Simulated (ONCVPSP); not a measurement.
## Before and after: ONCV potential for Hf (Z = 72)

Hf (Z = 72), optimised norm-conserving Vanderbilt (ONCV), made with ONCVPSP 4.0.1 (revPBE, scalar-relativistic). Core [Xe] 4f14, reference 5d2.5 6s1.5. Waves: 6s: rc 3.25 bohr, ncon 4, nbas 8, qcut 2.4 1/bohr, 2 projectors, debl 0.6 Ha; p scattering state at 0.31 Ha: rc 2.90 bohr, ncon 4, nbas 7, qcut 2.8 1/bohr, 2 projectors, debl 1.6 Ha; 5d: rc 2.35 bohr, ncon 3, nbas 7, qcut 8.1 1/bohr, 3 projectors, debl 1.3 Ha. Local part: polynomial inside 2.20 bohr (lpopt 5, dvloc0 0 Ha). Core correction: polynomial model core, fcfact 0.65.

In the p channel the program set the typed energies aside and used 0.050, 1.650 Ha.

All-electron outer shells of the reference configuration (revPBE, scalar-relativistic, ld1.x):

```csv
shell,level (eV),outermost node (bohr),outermost maximum (bohr)
4f,-16.07,–,0.45
6s,-4.85,1.37,2.93
5d,-2.25,0.67,1.71
```

Change: s: qcut 1.4.

Cutoffs: the cutoffs (Ha) at which the residual kinetic energy of the hardest occupied pseudo-wave falls to 1 and 0.1 mHa per electron; they do not see the model core or the augmentation charge, which bear on the density cutoff. Errors are all-electron minus pseudo energies relative to the spin-unpolarised reference configuration.

Task: Predict the effect on cutoff, ghosts and configuration errors.

Result: The potential gets neither clearly harder nor softer (12 Ha and 15 Ha → 12 Ha and 16 Ha); the d channel sets the loose cutoff, while the largest relative change is in s, which becomes harder; the lowest positive-energy flag moves from s at 6.7 eV to s at 14.2 eV; of the 4 tests that both files solve, the error grows in 2 and shrinks in 2 by more than 15 % and 0.3 meV (median size 25.9 → 9.5 meV); the range in which the s phases agree narrows (upper end 3.3 → 1.3); neither file shows a bound ghost.

| quantity | base | changed |
| --- | --- | --- |
| cutoff, loose | 12 Ha | 12 Ha |
| cutoff, tight | 15 Ha | 16 Ha |
| loose cutoff by channel | s 2.4 Ha, d 12 Ha | s 10 Ha, d 12 Ha |
| bound ghosts | none | none |
| GHOST(+) flags under 300 eV | s at 6.7 eV, p at 51.5 eV | s at 14.2 eV, p at 51.5 eV |
| error for 5d2 6s2, meV [ΔE -1.25 eV] | -7.9 | +1.0 |
| error for 5d2 6s1, meV [ΔE 6.65 eV] | -9.7 | -13 |
| error for 5d2 6s0, meV [ΔE 20.68 eV] | -55 | -87 |
| error for 5d3 6s0, meV [ΔE 8.63 eV] | -42 | -6.4 |
| s: phases at 3.30 bohr within 0.05 rad from the reference energy up to (Ha; the scan ends near 5) | 3.3 | 1.3 |
| p: phases at 2.94 bohr within 0.05 rad from the reference energy up to (Ha; the scan ends near 5) | 1.9 | 1.9 |
| d: phases at 2.39 bohr within 0.05 rad from the reference energy up to (Ha; the scan ends near 5) | to the end of the scan | to the end of the scan |
| rms error of d²Exc/dni dnj with the model core, mHa | 0.43 | 0.58 |
